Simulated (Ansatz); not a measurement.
Cl$_{2}$GeH$_{2}$O$_{2}$, SMILES `[OH][Ge]([OH])([Cl])[Cl]`. Charge 0, multiplicity 1. Geometry: relaxed with PBE0-D4/def2-TZVP. It is one conformer, not always the lowest.

```xyz
7

O    -0.100   -0.328   -1.451
Ge    0.061    0.269    0.188
O     0.833   -0.982    1.126
Cl    1.285    1.989    0.320
Cl   -1.875    0.765    0.935
H    -0.758    0.148   -1.965
H     0.554   -1.860    0.847
```

Q: What is the dipole moment at ωB97M-V/def2-TZVPP? (Best estimate.)

A: Computed: 1.95 D, with components (-1.16, -0.87, -1.30) D in this frame, pointing from negative to positive charge.

Q: And with PBE, r2SCAN, B3LYP? (Estimate.)

A: Computed: PBE 1.91 D, r2SCAN 1.97 D, B3LYP 1.94 D.

Q: Give the Mulliken charges with ωB97M-V, r2SCAN, PBE in def2-TZVPP. (Estimate.)

A: The calculation gave: 
```csv
atom,ωB97M-V,r2SCAN,PBE
O1,-0.38,-0.41,-0.35
Ge2,0.86,0.94,0.80
O3,-0.38,-0.40,-0.34
Cl4,-0.23,-0.26,-0.24
Cl5,-0.25,-0.28,-0.26
H6,0.18,0.21,0.19
H7,0.18,0.21,0.19
```

B3LYP here is the variant with VWN-RPA as its local correlation; programs differ in this.
